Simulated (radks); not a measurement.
Values are calculated unless marked as measured or tabulated.
Excited configurations of Cu II: one electron is placed in a higher orbital outside [Ar] 3d9. The ground configuration is [Ar] 3d10. Level of theory: scalar-relativistic Kohn-Sham, BLYP, spin-polarised, spherical densities, point nucleus; open shells are filled with parallel spins first (a radial shooting solver on a logarithmic mesh with Libxc functionals). Excitation = E - E(ground); binding = E(ion) - E, where the ion is the core of charge +2; n* = 2/sqrt(2 binding) in atomic units, and the quantum defect is n - n*.

outer orbital  excitation (eV)  binding (eV)     n*  eigenvalue (eV)
4d                      15.067         6.054  2.998           -4.271
4f                      17.653         3.468  3.961           -2.450
5s                      13.742         7.379  2.716           -5.830
5p                      15.324         5.797  3.064           -4.483
5f                      18.739         2.381  4.781           -1.789
6s                      17.009         4.111  3.638           -3.255
6p                      17.682         3.439  3.978           -2.714
6d                      18.657         2.463  4.700           -1.910
7s                      18.448         2.672  4.513           -2.126

The Delta-SCF ionisation energy is 21.121 eV (NIST Atomic Spectra Database: 20.292 eV, measured). Self-interaction in the functional shifts the binding energies and quantum defects, so they are the method's values and not measured ones. Open shells are spherical and high-spin; term and fine-structure splittings are not resolved.
